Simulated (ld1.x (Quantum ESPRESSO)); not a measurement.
# hafnium PAW: all-electron and pseudo phase curves

ld1.x (Quantum ESPRESSO) 7.5 input, shortened:

```
&input
   title='Hf', zed=72., rel=1, dft='PZ', iswitch=3,
   config='[Xe] 4f14 5d2 6s2 6p0'
 /
 &inputp
   pseudotype=3, lpaw=.true., tm=.true., lloc=-2, rcloc=2.55,
   nlcc=.true., rcore=1.90,
   which_augfun='PSQ', rmatch_augfun_nc=.true.
 /
6
6S  1  0   2.00   0.00  2.20  2.90  0.0
6S  1  0   0.00   1.25  2.20  2.90  0.0
5P  2  1   6.00   0.00  2.15  2.80  0.0
6P  3  1   0.00   0.00  2.15  2.80  0.0
5D  3  2   2.00   0.00  2.15  2.95  0.0
5D  3  2   0.00   2.55  2.15  2.95  0.0
 &test
   configts(1)='5p6 5d2 6s2 6p0'
 /
```

The phase is arctan(r·u′/u) with u = r·R(r), unwrapped; energies in Ry, scanned from -5 to 5 Ry. A pole is an energy at which the radial function vanishes at the test radius. The pseudo phase is shifted by a multiple of π to meet the all-electron one at the reference energy, and phase errors are pseudo minus all-electron; the curves can meet again beyond the range given. Levels narrower than the energy grid can be missing from the lists of poles.

Q: For each channel, where are the poles, and over which energies does the pseudopotential scatter like the atom?

A:

| channel | radius (bohr) | reference energy (Ry) | poles, all-electron | poles, pseudo | unbroken range about the reference energy with phases within 0.05 rad | phase error 1 Ry above the reference energy (rad) |
| --- | --- | --- | --- | --- | --- | --- |
| s | 3.21 | -0.39 | -4.92, 0.94 | 0.94, 4.09 | -4.9 to 3.0 | -0.000 |
| p | 3.21 | -0.11 | -2.60, 2.10 | -2.60, 2.21 | below 3.5 | +0.008 |
| d | 3.21 | -0.21 | 0.16, 4.21 | 0.17, 4.35 | the whole range | +0.009 |

Phases in the p channel:

```json
{"E (Ry)": "-5.00", "all-electron": "1.423", "pseudo": "1.423"}
{"E (Ry)": "-4.48", "all-electron": "1.412", "pseudo": "1.413"}
{"E (Ry)": "-3.96", "all-electron": "1.399", "pseudo": "1.400"}
{"E (Ry)": "-3.44", "all-electron": "1.381", "pseudo": "1.381"}
{"E (Ry)": "-2.92", "all-electron": "1.337", "pseudo": "1.338"}
{"E (Ry)": "-2.40", "all-electron": "-1.743", "pseudo": "-1.742"}
{"E (Ry)": "-1.88", "all-electron": "-1.805", "pseudo": "-1.804"}
{"E (Ry)": "-1.36", "all-electron": "-1.862", "pseudo": "-1.861"}
{"E (Ry)": "-0.84", "all-electron": "-1.959", "pseudo": "-1.958"}
{"E (Ry)": "-0.32", "all-electron": "-2.198", "pseudo": "-2.198"}
{"E (Ry)": "0.20", "all-electron": "-3.169", "pseudo": "-3.167"}
{"E (Ry)": "0.72", "all-electron": "-4.278", "pseudo": "-4.270"}
{"E (Ry)": "1.24", "all-electron": "-4.554", "pseudo": "-4.546"}
{"E (Ry)": "1.76", "all-electron": "-4.666", "pseudo": "-4.655"}
{"E (Ry)": "2.28", "all-electron": "-4.734", "pseudo": "-4.719"}
{"E (Ry)": "2.80", "all-electron": "-4.790", "pseudo": "-4.768"}
{"E (Ry)": "3.32", "all-electron": "-4.851", "pseudo": "-4.814"}
{"E (Ry)": "3.84", "all-electron": "-4.942", "pseudo": "-4.867"}
{"E (Ry)": "4.36", "all-electron": "-5.144", "pseudo": "-4.944"}
{"E (Ry)": "4.88", "all-electron": "-6.017", "pseudo": "-5.096"}
```
